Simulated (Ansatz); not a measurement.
Computed with Ansatz on PBE0-D4/def2-TZVP structures; ΔE is electronic, products minus reactants. CCSD(T)/CBS is the MP2 limit (def2-TZVPP, def2-QZVPP) plus CCSD(T) − MP2 in def2-TZVPP, frozen cores. This one scheme is used for every species. DFT in def2-TZVPP. B3LYP here is the variant with VWN-RPA as its local correlation; programs differ in this. HSE06 is defined as in plane-wave codes. Elements past krypton have def2 core potentials. For W outer-core shells are correlated without core-valence functions, which leaves a few kJ/mol of doubt a bond. One conformer a species, not always the lowest.

Consider the ligand exchange at a W–O bond: `C[O][W](=[S])(=[S])[Cl]` + H–F → `[F][W](=[S])(=[S])[Cl]` + CH₃OH.

| level | ΔE (kJ/mol) | difference from CCSD(T)/CBS |
| --- | --- | --- |
| LDA (SPW92) | 6.6 | -4.5 |
| PBE-D4 | 1.7 | -9.4 |
| revPBE-D4 | 3.0 | -8.1 |
| BLYP-D4 | 2.5 | -8.6 |
| r2SCAN-D4 | -0.3 | -11.4 |
| B97M-V | -4.9 | -16.0 |
| PBE0-D4 | 5.2 | -5.9 |
| B3LYP-D4 | 4.8 | -6.3 |
| r2SCANh-D4 | 1.4 | -9.7 |
| HSE06-D4 | 5.4 | -5.7 |
| BHLYP-D4 | 7.0 | -4.1 |
| CAM-B3LYP-D4 | 1.8 | -9.3 |
| ωB97X-V | -0.9 | -12.0 |
| ωB97M-V | -0.8 | -11.9 |
| B2PLYP | 3.4 | -7.7 |
| PBE | -5.1 | -16.2 |
| revPBE | -8.9 | -20.0 |
| BLYP | -10.3 | -21.4 |
| r2SCAN | -2.5 | -13.6 |
| PBE0 | -1.1 | -12.2 |
| B3LYP | -5.9 | -17.0 |
| r2SCAN0 | 0.9 | -10.2 |
| HSE06 | -0.6 | -11.7 |
| BHLYP | -2.9 | -14.0 |
| LC-ωPBE | -4.9 | -16.0 |
| HF/def2-SVP | 0.9 | -10.2 |
| MP2/def2-SVP | 16.2 | 5.1 |
| CCSD/def2-SVP | 7.4 | -3.7 |
| CCSD(T)/def2-SVP | 10.0 | -1.1 |
| HF/def2-TZVPP | -2.6 | -13.7 |
| MP2/def2-TZVPP | 20.9 | 9.8 |
| SCS-MP2/def2-TZVPP | 12.8 | 1.7 |
| CCSD/def2-TZVPP | 9.1 | -2.0 |
| CCSD(T)/def2-TZVPP | 12.2 | 1.1 |
| HF/def2-QZVPP | -3.8 | -14.9 |
| MP2/def2-QZVPP | 19.8 | 8.7 |
| SCS-MP2/def2-QZVPP | 11.8 | 0.7 |
| HF/CBS(def2) | -3.9 | -15.0 |
| MP2/CBS(def2) | 19.8 | 8.7 |
| CCSD/CBS(def2) | 7.9 | -3.2 |
| CCSD(T)/CBS | 11.1 | 0 |

Largest T1 diagnostic among the species: 0.022, so the coupled-cluster value is less sure than usual.

From r2SCAN to r2SCAN0 (25 % exact exchange), in def2-TZVPP and without D4, ΔE moves by +3.4 kJ/mol. In def2-TZVPP, CCSD(T) changes the Hartree–Fock value by +14.8 kJ/mol (the triples alone add +3.1 kJ/mol) and MP2 by +23.5 kJ/mol. The D4 term adds +10.7 kJ/mol with B3LYP and +6.3 kJ/mol with PBE0; it sums over pairs of atoms, weighted by their polarisabilities, and B3LYP, whose exchange is more repulsive, gets the larger term.

CCSD(T)/CBS has its own doubt, a few kJ/mol and more with outer-core shells, so smaller differences from it don't rank the levels.
